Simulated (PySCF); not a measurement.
C5H6F2O.
Atom-mapped SMILES: `[CH2:1]=[CH:2]/[CH:3]=[CH:4]/[O:5][CH:6]([F:7])[F:8]` (hydrogens: H9, H10 on C1; H11 on C2; H12 on C3; H13 on C4; H14 on C6)

All values: CAM-B3LYP/def2-SVPD (PySCF, non-relativistic), on one gas-phase PBE0-D3(BJ)/def2-SVP geometry that isn't relaxed in the solvent. The solvent is an IEF-PCM continuum (cavity from Bondi-type radii × 1.2), and excitations are vertical TDDFT with non-equilibrium linear response and a frozen core. Only the electrostatic response of the medium enters.

Gas-phase singlets (H = HOMO, L = LUMO):

```tsv
state	E (eV)	λ (nm)	f	leading configurations
S1	5.729	216	0.727	H→L 97%
S2	6.538	190	0.001	H→L+2 59%, H→L+1 35%
S3	6.643	187	0.015	H→L+1 47%, H→L+2 36%
S4	7.032	176	0.005	H→L+4 88%
S5	7.186	173	0.044	H→L+3 73%, H→L+1 10%
```

Question: What are the lowest 5 singlets in benzene (ε = 2.271)?

Answer: 
```
state  E (eV)  λ (nm)      f  leading configurations  change by rank (eV)
   S1   5.489     226  0.853                 H→L 98%               -0.240
   S2   6.562     189  0.004    H→L+1 61%, H→L+2 23%               +0.024
   S3   6.700     185  0.011    H→L+2 71%, H→L+1 15%               +0.057
   S4   7.015     177  0.002     H→L+4 84%, H→L+5 8%               -0.017
   S5   7.190     172  0.054    H→L+3 65%, H→L+1 13%               +0.004
```

Question: The ground-state energy changes by -0.093 eV from gas to benzene. By how much does the total energy of gas-phase S1 change?

Answer: E(S1) = E(S0) + excitation energy, so it changes by -0.093 − 0.240 = -0.333 eV: it is lowered more than the ground state, which is what a red shift means. This is the vertical state, with the slow part of the continuum still set for S0.

Question: How do the frontier levels move from gas to benzene?

Answer: 
```json
{"orbital": "LUMO+2", "gas (eV)": "1.55", "solvent (eV)": "1.74", "change (eV)": "+0.19"}
{"orbital": "LUMO+1", "gas (eV)": "1.40", "solvent (eV)": "1.51", "change (eV)": "+0.11"}
{"orbital": "LUMO", "gas (eV)": "0.15", "solvent (eV)": "0.27", "change (eV)": "+0.12"}
{"orbital": "HOMO", "gas (eV)": "-7.96", "solvent (eV)": "-7.86", "change (eV)": "+0.10"}
{"orbital": "HOMO-1", "gas (eV)": "-10.80", "solvent (eV)": "-10.70", "change (eV)": "+0.10"}
{"orbital": "HOMO-2", "gas (eV)": "-11.74", "solvent (eV)": "-11.58", "change (eV)": "+0.16"}
{"orbital": "HOMO-3", "gas (eV)": "-12.00", "solvent (eV)": "-11.91", "change (eV)": "+0.09"}
```

The HOMO–LUMO gap goes from 8.12 to 8.13 eV.

The values belong to the conformer `[CH2:1]=[CH:2]/[CH:3]=[CH:4]/[O:5][CH:6]([F:7])[F:8]`: C1–C2–C3–C4 -179°, C3–C4–O5–C6 -16°, C4–O5–C6–F7 -167°.
